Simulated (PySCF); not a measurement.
Question: What does the PBE0-D3(BJ)/def2-SVP structure of `BCBC#C` look like in three dimensions?

Answer: 
```xyz
11
C3H6B2 angstrom
B     -1.842    0.579    0.329
C     -1.012    0.634   -0.990
B      0.028   -0.529   -0.845
C      1.363   -0.327   -0.150
C      2.435   -0.170    0.411
H     -1.506    1.225    1.294
H     -2.808   -0.144    0.421
H     -1.656    0.423   -1.858
H     -0.479    1.594   -1.066
H     -0.233   -1.637   -1.255
H      3.380   -0.033    0.906
```

Any rigid rotation of these coordinates is as good. Atoms count from 1 in this order. B1 (three-coordinate boron) is planar (angles 120.7°, 120.6° and 118.7°, sum 360.0°, 0.02 Å off the plane of its three neighbours). The 3 B–C bonds span 1.519 Å (B3–C4, drawn single) to 1.567 Å (C2–B3, drawn single), a spread of 0.048 Å. B3 (three-coordinate boron) is planar (angles 121.8°, 120.3° and 117.8°, sum 360.0°, 0.02 Å off the plane of its three neighbours).

Bonds between heavy atoms (Å): B1–C2 1.559, C2–B3 1.567, B3–C4 1.519, C4≡C5 1.220.

The calculation used PBE0-D3(BJ)/def2-SVP geometry optimisation, gas phase (PySCF).

Point group: C1 (no symmetry element, even within 0.4 Å). Not checked by PBE0-D3(BJ)/def2-SVP frequencies. The numbers are those of one conformer (H–B1–C2–B3 91° and -87°, B1–C2–B3–C4 -87°).
